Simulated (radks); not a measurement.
All-electron atom: the cobalt ion Co2+ in [Ar] 3d7. Calculated with a radial shooting solver on a logarithmic mesh with Libxc functionals: non-relativistic Kohn-Sham, LDA (Slater exchange, Perdew-Wang correlation), spin-polarised, spherical densities, point nucleus; open shells are filled with parallel spins first.

Local quantities along the radius. ELF = 1/(1 + alpha^2) is the electron localisation function; alpha = (tau - tau_W)/tau_unif compares the Pauli kinetic energy density with that of the uniform gas (summed over spins); -r V(r) is the screened charge that the Kohn-Sham potential of spin up presents (atomic units).

r (bohr)    ELF    alpha  -r V(r)
0.001864  1.000  0.01476    26.82
0.002136  1.000  0.01505    26.79
0.002427  1.000  0.01537    26.76
0.002781  1.000  0.01577    26.73
0.003161  1.000  0.01621    26.69
0.003621  1.000  0.01676    26.64
0.004148  1.000  0.01742    26.59
0.004715  1.000  0.01815    26.53
0.005402  1.000  0.01908    26.46
0.006139  1.000  0.02013    26.39
0.007034  1.000  0.02149    26.30
0.007994  0.999  0.02306    26.21
0.009159  0.999  0.02511    26.09
0.01049   0.999  0.02769    25.96
0.01193   0.999  0.03077    25.82
0.01366   0.999  0.03496    25.65
0.01553   0.998  0.04011    25.46
0.01779   0.998  0.04738    25.25
0.02038   0.997  0.05734    25.00
0.02317   0.995  0.07035    24.75
0.02654   0.992  0.09003    24.44
0.03017   0.986   0.1171    24.12
0.03456   0.975   0.1602    23.75
0.0396    0.951   0.2272    23.34
0.045     0.904   0.3256    22.91
0.05156   0.807   0.4884    22.41
0.0586    0.660   0.7180    21.90
0.06714   0.477    1.047    21.32
0.07631   0.345    1.377    20.72
0.08742   0.283    1.591    20.04
0.1002    0.302    1.521    19.31
0.1138    0.391    1.249    18.58
0.1304    0.539   0.9249    17.76
0.1482    0.675   0.6935    16.95
0.1698    0.772   0.5439    16.05
0.1946    0.815   0.4771    15.12
0.2211    0.810   0.4840    14.23
0.2533    0.741   0.5917    13.27
0.2879    0.574   0.8613    12.35
0.3299    0.331    1.423    11.37
0.3749    0.199    2.005    10.44
0.4296    0.206    1.961    9.467
0.4921    0.359    1.335    8.503
0.5593    0.571   0.8662    7.611
0.6408    0.720   0.6242    6.695
0.7283    0.774   0.5403    5.890
0.8344    0.776   0.5368    5.127
0.956     0.735   0.6009    4.480
1.087     0.653   0.7292    3.984
1.245     0.518   0.9639    3.568
1.415     0.366    1.315    3.266
1.621     0.220    1.881    3.019
1.857     0.120    2.712    2.830
2.111     0.064    3.835    2.689
2.418     0.031    5.635    2.565
2.748     0.014    8.435    2.463
3.149     0.005    13.94    2.366
3.579     0.002    24.52    2.284
4.1       0.000    50.28    2.207
4.697     0.000    118.6    2.141
5.339     0.000    307.5    2.092

On this mesh the ELF has minima near r = 0.087, 0.37 bohr, which separate the shells, and maxima near 0.19 (0.81), 0.83 (0.78).
